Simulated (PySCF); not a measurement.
**Calculated properties of `C#CCC1=CC2(C=C1)CC2`**

Compound: C10H10.
Bonds: C1–C2 (triple), C2–C3, C3–C4, C4–C5 (double), C5–C6, C6–C7, C7–C8 (double), C6–C9, C9–C10, C4–C8, C6–C10. Hydrogens: H11 on C1; H12, H13 on C3; H14 on C5; H15 on C7; H16 on C8; H17, H18 on C9; H19, H20 on C10.

Some functional groups and rings: alkyne, C=C double bond and cyclopropane ring.

GFN2-xTB geometry:

| Property | Result |
| --- | --- |
| Point group of the GFN2-xTB geometry | C1 |
| Rotational constants A, B, C of the GFN2-xTB geometry | 3.864, 0.727, 0.695 GHz |

**PBE0/pcSseg-1 ground state and GIAO shieldings, non-relativistic (PySCF)**

| Item | Value |
| --- | --- |
| Dipole moment | 1.51 D |
| HOMO energy | -6.21 eV |
| LUMO energy | -0.58 eV |
| HOMO–LUMO gap | 5.63 eV |
| Lowest Hirshfeld atomic charge | -0.13 e on C1 |
| Highest Hirshfeld atomic charge | +0.09 e on H11 |
| 13C chemical shifts (computed TMS as zero) by class | 149.1 (C7), 146.8 (C4), 141.9 (C5), 138.7 (C8), 87.3 (C2), 75.3 (C1), 40.7 (C6), 23.1 (C3), 15.0 (C9/C10) ppm |
| 1H chemical shifts (computed TMS as zero) by class | 6.91 (H16), 6.33 (H15), 5.94 (H14), 3.43 (H12/H13), 1.48 (H17/H19), 1.46 (H18/H20), 1.42 (H11) ppm |
| Mayer bond orders between heavy atoms | C1–C2 2.58, C2–C3 1.04, C3–C4 1.05, C4–C5 1.73, C5–C6 1.03, C6–C7 1.06, C7–C8 1.75, C6–C9 0.86, C9–C10 0.99, C8–C4 1.11, C10–C6 0.86 |

Monoisotopic mass from the formula: 130.0783 u.

In atomic units the dipole is 0.60 e·bohr (1 au = 2.5417 D). With B = h/(8π²I), that is 505.379 GHz u Å² over I, the principal moments of inertia are 130.8, 694.8 and 726.8 u Å² (most abundant isotopes). The rotational constants make it an asymmetric top with κ = (2B − A − C)/(A − C) = -0.98, nearer the prolate limit (−1).

Isolated species at its GFN2-xTB geometry (one conformer only).

The values belong to the conformer `[CH:1]#[C:2][CH2:3][C:4]1=[CH:5][C:6]2([CH:7]=[CH:8]1)[CH2:9][CH2:10]2`: C2–C3–C4–C5 125°.
